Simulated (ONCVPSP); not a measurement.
## Potentials for bromine compared

Generated with ld1.x 7.5 (TM, RRKJ, ultrasoft, PAW), atompaw 4.2 or ONCVPSP 4.0.1. The cutoff is in Ry: for ld1.x and atompaw files where the sum of valence levels is converged to 10 mRy in a Bessel basis, for ONCV files where the hardest occupied wave has 1 mHa per electron of residual kinetic energy. The error is the largest all-electron minus pseudo excitation energy over each file’s own four to seven test configurations (ionisations up to +4, promotions, holes and added fractions of an electron), all of which were solved. The labels leave out finer settings (local radius, basis sizes, second energies), which also bear on the numbers. Spin-polarised tests are not counted. The rows are a selection from randomly drawn settings: files with unsolved tests, undetermined cutoffs or missed reference levels are left out.

A true bound ghost makes a file unfit for plane-wave use even where its test errors are small: the radial tests pick states by their node count and pass the ghost by.

```csv
potential,cutoff (Ry),largest error (meV),bound ghosts
"ONCV, PBEsol, scalar-relativistic, rc 1.20/1.30 (sp), local smoothed, core correction no, reference 4s2 4p4, qcut 5.6/6.1, projectors 3/2",257,-26,"s, p"
"ONCV, PBE, scalar-relativistic, rc 0.85/1.10/0.80/0.90 (spdf), local smoothed, core correction yes, reference 3s2 3p6 3d10 4s2 4p5, qcut 10.7/13.4/22.7/12.2, projectors 2/2/2/2",371,-9.4,none
"ONCV, Wu-Cohen, scalar-relativistic, rc 1.50/1.60 (sp), local smoothed, core correction no, reference 4s2 4p3.5, qcut 4.9/5.6, projectors 3/2",26,+13,none
"ONCV, PBEsol, scalar-relativistic, rc 1.40/1.60/0.95 (spd), local smoothed, core correction yes, reference 3d10 4s2 4p5, qcut 3.9/5.1/18.3, projectors 1/3/2",258,-514,"s, p"
```

(1) Fill in the row for Br: ONCV, PBE, scalar-relativistic, rc 1.25/1.70/0.80 (spd), local smoothed, core correction yes, reference 3d10 4s2 4p3.5, qcut 6.7/4.7/18.2, projectors 2/2/2.

(2) Fill in the row for Br: ONCV, LDA (Perdew-Wang 92), non-relativistic, rc 1.50/1.25/0.75 (spd), local smoothed, core correction no, reference 3d10 4s1.5 4p5.5, qcut 3.6/6.8/25.3, projectors 2/2/2.

(3) Fill in the row for Br: ONCV, LDA (Perdew-Wang 92), scalar-relativistic, rc 1.50/1.15/0.50 (spd), local smoothed, core correction yes, reference 3p6 3d10 4s2 4p4.75, qcut 3.7/9.5/22.1, projectors 2/2/2.

Answers

(1) cutoff 294 Ry, largest error -1.8 meV, bound ghosts: s.

(2) cutoff 438 Ry, largest error -5.6 meV, bound ghosts: s.

(3) cutoff 1243 Ry, largest error -74 meV, bound ghosts: s.
